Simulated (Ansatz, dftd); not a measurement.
System: SiNH4S, charge 0, doublet. SiNH4S (SMILES [S][SiH2]N, doublet).
B3LYP-D3(BJ)/def2-TZVP minimum from Ansatz (an electronic-structure program):
```
Si
N 1 1.7137
H 2 1.0087 1 120.03
H 2 1.0088 3 110.72 1 147.24
H 1 1.4798 2 107.20 3 -45.34
H 1 1.4805 5 113.06 2 118.62
S 1 2.1426 5 105.12 6 112.63
```
Charge 0, spin multiplicity 2.

Property: atomisation energy (electronic, to ground-state atoms), in kcal/mol. UHF or UKS for unpaired electrons; spin-orbit terms are left out. Correlated methods leave the cores frozen. Rows without X2C or -DK are non-relativistic. CBS(X,Y): correlation extrapolated as X^-3, Hartree-Fock from the larger set. A bracket is a step between two methods taken in the basis named. The functionals are non-relativistic, so their misses hold any scalar relativity. '+ core + X2C': CCSD(T) terms for core correlation (cc-pwCVTZ, 1s frozen past Ne) and scalar relativity (cc-pVTZ-DK). Where a partner has so few electrons that a lower coupled-cluster level is exact, that level stands in.

```tsv
level	program	atomisation energy (kcal/mol)	difference against the last row
HF/cc-pV(D+d)Z	Ansatz	346.3	-165.0
PBE/def2-TZVPD	Ansatz	511.8	0.5
B3LYP-D4/def2-TZVPD	Ansatz + dftd4	511.8	0.5
CCSD(T)/CBS(cc-pV(T+d)Z,cc-pV(Q+d)Z) + core + X2C	Ansatz	510.7	-0.6
CCSDT(Q)/cc-pV(D+d)Z	Ansatz	455.2	-56.1
CCSD(T)/CBS(cc-pV(T+d)Z,cc-pV(Q+d)Z) + [CCSDT(Q) - CCSD(T)]/cc-pV(D+d)Z + core + X2C	Ansatz	511.3	0.0
```
